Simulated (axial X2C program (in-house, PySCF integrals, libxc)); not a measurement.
# Which molecule gave these maps?

PBE0 fields computed with an in-house all-electron X2C program for linear molecules (integrals from PySCF), 2c, near the equilibrium distance, one atom at z = 0.

The maps cover the half plane through the axis: z from -2.4 to 3.6 Å along the bond, ρ from 0.15 to 2.25 Å away from it.

log10 of the density in e/bohr³:

```
 ρ\z  -2.4  -1.8  -1.2  -0.6   0.0   0.6   1.2   1.8   2.4   3.0   3.6
0.15  -4.7  -3.6  -2.3  -0.4   1.4  -0.4  -0.5   0.6  -0.7  -2.1  -3.3
0.45  -4.5  -3.4  -2.2  -0.7   0.2  -0.7  -0.8  -0.2  -1.0  -2.2  -3.4
0.75  -4.4  -3.4  -2.3  -1.2  -0.7  -1.2  -1.2  -0.9  -1.5  -2.5  -3.6
1.05  -4.4  -3.4  -2.5  -1.7  -1.5  -1.7  -1.8  -1.6  -2.0  -2.8  -3.8
1.35  -4.5  -3.6  -2.8  -2.2  -2.0  -2.2  -2.3  -2.2  -2.5  -3.2  -4.1
1.65  -4.6  -3.8  -3.1  -2.6  -2.5  -2.6  -2.7  -2.8  -3.0  -3.6  -4.5
1.95  -4.9  -4.1  -3.5  -3.1  -3.0  -3.1  -3.2  -3.3  -3.6  -4.1  -4.9
2.25  -5.1  -4.4  -3.8  -3.5  -3.4  -3.5  -3.7  -3.8  -4.1  -4.6  -5.4
```

Electron localisation function (collinear form, no current term, damped to 0 at low density):

```
 ρ\z  -2.4  -1.8  -1.2  -0.6   0.0   0.6   1.2   1.8   2.4   3.0   3.6
0.15  0.00  0.00  0.00  0.34  0.49  0.28  0.80  0.18  0.81  0.27  0.02
0.45  0.00  0.00  0.01  0.35  0.71  0.25  0.72  0.86  0.76  0.23  0.01
0.75  0.00  0.00  0.04  0.24  0.29  0.15  0.50  0.79  0.61  0.17  0.01
1.05  0.00  0.01  0.06  0.17  0.13  0.10  0.25  0.55  0.39  0.09  0.00
1.35  0.00  0.01  0.06  0.12  0.09  0.07  0.11  0.26  0.19  0.04  0.00
1.65  0.00  0.00  0.04  0.08  0.06  0.05  0.05  0.09  0.06  0.01  0.00
1.95  0.00  0.00  0.02  0.04  0.04  0.03  0.02  0.02  0.01  0.00  0.00
2.25  0.00  0.00  0.00  0.01  0.01  0.01  0.00  0.00  0.00  0.00  0.00
```

Axial spin density in 10⁻³ e/bohr³:

```
 ρ\z  -2.4  -1.8  -1.2   -0.6    0.0   0.6   1.2   1.8   2.4  3.0  3.6
0.15   0.0   0.1   2.9  102.6  366.9  92.6  -4.6  -4.0  -0.3  0.0  0.0
0.45   0.0   0.1   1.0    6.5   93.5   4.5  -0.9  -0.7  -0.2  0.0  0.0
0.75   0.0   0.0   0.0   -0.4   23.9   1.0   0.3   0.0  -0.1  0.0  0.0
1.05   0.0   0.0  -0.1    1.0    7.5   2.1   0.5   0.0   0.0  0.0  0.0
1.35   0.0   0.0   0.0    0.8    2.6   1.3   0.3   0.0   0.0  0.0  0.0
1.65   0.0   0.0   0.1    0.4    0.9   0.6   0.2   0.0   0.0  0.0  0.0
1.95   0.0   0.0   0.0    0.2    0.3   0.2   0.1   0.0   0.0  0.0  0.0
2.25   0.0   0.0   0.0    0.1    0.1   0.1   0.0   0.0   0.0  0.0  0.0
```

Task: Which molecule is it?
A. CdB
B. NiF
C. AlCr
D. HsO⁺

Result: B. NiF, with Ni at z = 0 and F at z = 1.760 Å, state Ω = 1/2 (⟨Sz⟩ = 0.49, ⟨Lz⟩ = 0.01 at PBE0), basis Ni dyall-v3z [9s9p6d3f2g], F dyall-v3z [6s5p2d1f] (cores contracted in-house). The state is one determinant whose occupation by symmetry is held fixed; it was picked as the lowest of a PBE0 search that is not exhaustive. Density functionals use the spin component along the axis (collinear). Other states lie close and PBE0, whose exact exchange favours high spin, may order them wrongly; the determinant shown need not be the ground state. The nearest other 2c determinant of the search, Ω = 3/2, lies 0.00 eV up at the distance of the search.
